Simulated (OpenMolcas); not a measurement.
An OpenMolcas run meant for neutral lutetium (ANO-RCC-VDZP, X2C; inactive shells 1s 2s 2p 3s 3p 3d 4s 4p 4d 4f 5s 5p; intended active space 3 electrons in 6 orbitals (5d 6s)). One step of its input:

```
&RASSCF
FileOrb=start.orb
Symmetry=2
Spin=4
nActEl=3 0 0
Inactive=15 19
Ras2=6 0
CIRoot=20 20 1
SDav=20
CIMx=300
Iter=72 100
PrWF=0.3
OrbListing=Nothing
MaxOrb=0
Atom
CIOnly
>>> COPY $Project.JobIph JOB001
```

Lines from the output:

```
...
      Number of secondary orbitals              28
      Spin quantum number                      1.5
      State symmetry                             2
Orbital specifications:
      -----------------------

      Symmetry species                           1   2
                                                ag  au
      Frozen orbitals                            0   0
      Inactive orbitals                         15  19
      Active orbitals                            6   0
      RAS1 orbitals                              0   0
      RAS2 orbitals                              6   0
      RAS3 orbitals                              0   0
      Secondary orbitals                        15  13
      Deleted orbitals                           0   0
      Number of basis functions                 36  32
      Number of CSFs                             0
      Number of root(s) required                20
 ************ ERROR ***********
  You can't ask for more roots
  than there are configurations
 ******************************
--- Stop Module: rasscf at  /rc=_RC_INPUT_ERROR_ ---
.####################.
.# User input error #.
.####################.
```

What is wrong with the input?

The state symmetry names the wrong parity for these configurations.
